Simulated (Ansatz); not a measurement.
Consider the redistribution: `CB([SeH])[SeH]` + `[OH][Hf]([F])([F])[F]` → `CB(O)[SeH]` + `[F][Hf]([F])([F])[SeH]`.

Calculated with Ansatz (gas phase, PBE0-D4/def2-TZVP geometries, no zero-point term in ΔE). CBS: MP2 limit from def2 TZ/QZ plus the TZ coupled-cluster correction, frozen cores. DFT in def2-TZVPP. def2 core potentials past Kr. For Hf, Se outer-core shells are correlated without core-valence functions, which leaves a few kJ/mol of doubt a bond. Scalar relativity is left out up to krypton. One conformer a species, not always the lowest.

| level | ΔE (kJ/mol) | difference from CCSD(T)/CBS |
| --- | --- | --- |
| PBE-D4 | -12.5 | -3.4 |
| r2SCAN-D4 | -15.4 | -6.3 |
| ωB97M-V | -16.3 | -7.2 |
| r2SCAN | -16.0 | -6.9 |
| HF/def2-TZVPP | -26.6 | -17.5 |
| MP2/def2-TZVPP | -6.1 | 3.0 |
| CCSD(T)/def2-TZVPP | -12.2 | -3.1 |
| HF/def2-QZVPP | -27.7 | -18.6 |
| MP2/def2-QZVPP | -4.7 | 4.4 |
| SCS-MP2/def2-QZVPP | -6.3 | 2.8 |
| CCSD(T)/CBS | -9.1 | 0 |

Largest T1 diagnostic among the species: 0.016.

The D4 term adds +5.7 kJ/mol with B3LYP and +2.8 kJ/mol with PBE0; it sums over pairs of atoms, weighted by their polarisabilities, and B3LYP, whose exchange is more repulsive, gets the larger term. In def2-TZVPP, CCSD(T) changes the Hartree–Fock value by +14.3 kJ/mol (the triples alone add +0.8 kJ/mol) and MP2 by +20.5 kJ/mol.

B3LYP here is the variant with VWN-RPA as its local correlation; programs differ in this.
